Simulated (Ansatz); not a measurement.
Consider the isomerisation: `BC1OC1=C` → `C#CBCO`.

Gas-phase electronic energies from Ansatz, PBE0-D4/def2-TZVP geometries. CCSD(T)/CBS adds triple-zeta CCSD(T) − MP2 to the extrapolated MP2 energy (def2 sets, frozen cores). DFT in def2-TZVPP. B3LYP here is the variant with VWN-RPA as its local correlation; programs differ in this. Each species was taken in one conformer, which may not be the lowest.

`BC1OC1=C`:

Z-matrix (Å, degrees):
```
C
O 1 1.495
C 1 1.456 2 53.3
B 1 1.531 2 117.7 3 99.7
H 1 1.087 2 111.9 3 -106.0
C 3 1.315 1 153.4 2 179.0
H 4 1.195 1 118.9 2 -178.4
H 4 1.192 1 119.7 2 -2.1
H 6 1.082 3 120.6 1 178.9
H 6 1.080 3 119.9 1 -0.0
```

`C#CBCO`:

Cartesian coordinates in Å:
```
C -1.760 -1.034 1.215
C -0.858 -0.924 0.418
B 0.280 -0.689 -0.549
C 0.970 0.700 -0.614
O 0.516 1.725 0.238
H -2.559 -1.159 1.910
H 0.657 -1.566 -1.267
H 2.049 0.532 -0.453
H 0.915 1.038 -1.665
H -0.208 1.377 0.767
```

(1) Is it downhill or uphill in electronic energy at CCSD(T)/CBS, and by how much? (Estimate.)

(2) What do these levels give: LDA (SPW92), PBE-D4, B3LYP-D4, CAM-B3LYP-D4, ωB97X-V, ωB97M-V, PBE-QIDH, r2SCAN0, HF/def2-SVP, CCSD(T)/def2-SVP, CCSD/def2-TZVPP, MP2/CBS(def2)? (Estimate.)

Largest T1 diagnostic among the species: 0.014.

Results:

(1) Computed: Downhill: ΔE = -0.84 eV.

(2) The calculation gave: LDA (SPW92) -0.42, PBE-D4 -0.48, B3LYP-D4 -0.71, CAM-B3LYP-D4 -0.70, ωB97X-V -0.57, ωB97M-V -0.71, PBE-QIDH -0.66, r2SCAN0 -0.60, HF/def2-SVP -0.87, CCSD(T)/def2-SVP -0.63, CCSD/def2-TZVPP -0.82, MP2/CBS(def2) -0.86 eV.

From PBE to PBE0 (25 % exact exchange), in def2-TZVPP and without D4, ΔE moves by −0.05 eV. Leaving LDA and LC-ωPBE aside and taking each functional with its dispersion term where it has one, the values, not all of them listed here, spread over 0.32 eV, from BHLYP-D4 to revPBE-D4. LDA lies +0.06 eV from PBE without D4.
